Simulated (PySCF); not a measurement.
Choosing a molecule for a target property.

All species are isolated and taken at one optimised geometry, non-relativistic unless stated. Electronic properties by PySCF.

The conformers computed, where there is a choice (atom-mapped SMILES and torsion angles):
- `[CH3:1][n:2]1[cH:3][c:4]([C:5]([F:6])([F:7])[F:8])[c:9]([F:10])[n:11]1`: C3–C4–C5–F6 -121°
- `[CH:1]#[C:2][PH:3][P@:4](=[S:5])([CH2:6][CH3:7])[C:8]([F:9])([F:10])[F:11]`: C2–P3–P4–S5 -53°, P3–P4–C6–C7 172°, P3–P4–C8–F9 148°
- `[F:1][C:2]([F:3])([F:4])[CH2:5][c:6]1[n:7][cH:8][n:9][o:10]1`: F1–C2–C5–C6 61°, C2–C5–C6–N7 -92°
- `[CH:1]#[C:2][CH2:3][C@@H:4]1[SiH2:5][SiH2:6][Si@H:7]1[NH2:8]`: C2–C3–C4–Si5 -179°, H–N8–Si7–Si6 175°, H–N8–Si7–Si6 38°
- `[CH:1]#[C:2][CH2:3][C@@H:4]([CH3:5])[Si@@H:6]1[CH2:7][C@H:8]1[F:9]`: C2–C3–C4–C5 -67°, C3–C4–Si6–C7 -110°
- `[CH3:1][O:2]/[CH:3]=[P:4]/[c:5]1[cH:6][cH:7][n:8][cH:9][cH:10]1`: C1–O2–C3–P4 171°, C3–P4–C5–C6 138°
- `[O:1]=[S:2](=[O:3])([Cl:4])[c:5]1[cH:6][cH:7][cH:8][s:9]1`: O1–S2–C5–C6 157°

The conformers of `C=C[Si@H](O[SiH3])N([SiH3])[SiH2]O` aren't listed.

(1) Wanted: smallest rotational constant above 2 GHz (GFN2-xTB) and dipole moment below 4 D (PBE0/pcSseg-1), at GFN2-xTB geometries. Which candidate meets both?
A. `C(P[P@@](=S)(C(F)(F)F)CC)#C`
B. `Cn1cc(C(F)(F)F)c(F)n1`
C. `s1cccn1`
D. `FC(F)(F)Cc1ncno1`

(2) Wanted: HOMO energy above -6.8 eV (PBE0/pcSseg-1) and HOMO–LUMO gap below 5.9 eV (PBE0/pcSseg-1), at GFN2-xTB geometries. Which candidate meets both?
A. `C#CC[C@@H](C)[Si@@H]1C[C@H]1F`
B. `Cn1nc(c(C(F)(F)F)c1)F`
C. `CO/C=P/c1ccncc1`
D. `C=C[Si@H](O[SiH3])N([SiH3])[SiH2]O`
E. `FC(F)(F)CC1=NC=NO1`
F. `C#CC[C@@H]1[SiH2][SiH2][Si@H]1N`
G. `O=S(=O)(Cl)c1cccs1`

## Answers

(1) C. Computed values:
```
                    species  smallest rotational constant  dipole moment
C(P[P@@](=S)(C(F)(F)F)CC)#C                     0.577 GHz         2.69 D
      Cn1cc(C(F)(F)F)c(F)n1                     0.631 GHz         5.12 D
           FC(F)(F)Cc1ncno1                     0.794 GHz         2.06 D
                    s1cccn1                     3.458 GHz         2.41 D
```

(2) C. Computed values:
```
                           species  HOMO energy  HOMO–LUMO gap
                FC(F)(F)CC1=NC=NO1     -8.87 eV        7.62 eV
                O=S(=O)(Cl)c1cccs1     -8.07 eV        5.83 eV
             Cn1nc(c(C(F)(F)F)c1)F     -7.80 eV        7.46 eV
C=C[Si@H](O[SiH3])N([SiH3])[SiH2]O     -7.29 eV        6.90 eV
   C#CC[C@@H]1[SiH2][SiH2][Si@H]1N     -6.99 eV        6.00 eV
     C#CC[C@@H](C)[Si@@H]1C[C@H]1F     -6.66 eV        7.03 eV
                   CO/C=P/c1ccncc1     -6.51 eV        4.88 eV
```
